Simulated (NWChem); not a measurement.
System: MgH2; SMILES [MgH2]

The following NWChem deck was run.

```
start job
memory heap 200 mb stack 900 mb global 1100 mb
geometry units angstroms noautosym nocenter noautoz
  Mg     0.000000     0.000000     0.000000
  H      0.000000     0.000000    -1.712508
  H      0.000000     0.000000     1.712508
end
basis spherical
  * library 6-31+g*
end
dft
  xc pbe0
  iterations 150
end
property
  response 1 0.0
end
task dft property
```

The geometry was optimised at B3LYP/6-31G* (spherical d).

Static field.

### Question
Predict the main results of this run. (PBE0/6-31+G* (spherical d).) Quantities: isotropic polarisability (bohr³); anisotropy (bohr³).

### Answer
The isotropic polarisability (bohr³) is 28.8 and the anisotropy (bohr³) is 7.3.
